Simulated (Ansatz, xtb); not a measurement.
## Two structures of ClF3Ge2

Structure I: a singlet given by its coordinates. Structure II: a singlet given by its coordinates. Both are isolated molecules in the gas phase, relaxed with PBE-D3(BJ)/def2-SVP.

I (Å):

```xyz
6

Cl    1.5124    0.1748   -0.2667
F    -0.1611   -1.7066    1.7321
F    -0.7987    1.9990   -1.3061
F    -1.3656   -0.4285   -0.3670
Ge   -0.4116    0.0024    1.3524
Ge   -0.3543    0.3778   -1.8880
```

Close contacts (Å): Cl1–Ge5 2.52, Cl1–Ge6 2.48, F2–Ge5 1.77, F3–Ge6 1.78, F4–Ge5 2.01, F4–Ge6 2.00.

II (Å):

```xyz
6

Cl   -1.9553    0.3089   -4.3238
F    -1.4342    3.1789   -3.1377
F     0.7522    1.6702   -2.3795
F    -1.8212    1.4622   -1.3968
Ge   -0.3095    2.7841   -1.5172
Ge   -2.9243    1.8239   -3.0451
```

Close contacts (Å): Cl1–Ge6 2.21, F2–Ge5 2.01, F2–Ge6 2.02, F3–Ge5 1.76, F4–Ge5 2.01, F4–Ge6 2.02.

Task: Which of the two would you expect CCSD(T)/def2-SVP + ΔMP2/def2-TZVPP electronic energies to favour?

Result: Structure II; the calculation gives E(II) − E(I) = −1.51 kcal/mol.

How the difference moves with the method:

| level | geometry | E(II) − E(I) (kcal/mol) | departure from the last row (kcal/mol) | job, with rough time for the two |
| --- | --- | --- | --- | --- |
| PBE-D3(BJ)/def2-SVP | PBE-D3(BJ)/def2-SVP | −1.38 | +0.13 | optimisation, 30 s |
| HF/def2-SVP | PBE-D3(BJ)/def2-SVP | −3.87 | −2.37 | part of the CCSD(T) run |
| MP2/def2-SVP | PBE-D3(BJ)/def2-SVP | −3.67 | −2.17 | part of the CCSD(T) run |
| CCSD(T)/def2-SVP | PBE-D3(BJ)/def2-SVP | −3.71 | −2.21 | single point |
| CCSD(T)/def2-SVP + ΔMP2/def2-TZVPP | PBE-D3(BJ)/def2-SVP | −1.51 |  | single point, 40 s |

The levels shown agree on the order. The largest departure from CCSD(T)/def2-SVP + ΔMP2/def2-TZVPP is that of HF/def2-SVP, 2.37 kcal/mol. Levels run at GFN2-xTB geometries aren't shown. The last row adds to CCSD(T) the change of the MP2 difference between the two basis sets, here +2.21 kcal/mol.

With harmonic frequencies from PBE-D3(BJ)/def2-SVP (ideal gas, rigid rotor, one conformer each, 298.15 K, 1 atm): on the last row, ΔE + ΔZPE = −1.45 kcal/mol. A mode under 50 cm⁻¹ makes harmonic enthalpies and free energies unreliable, so none is given.

The correlated steps freeze 26 core orbitals; the filled d shell of Ge is correlated, in a basis made for valence electrons. Codes used: Ansatz 0.2.0; the last row on 2 threads of Intel(R) Xeon(R) 6975P-C (Granite Rapids) on a shared host.
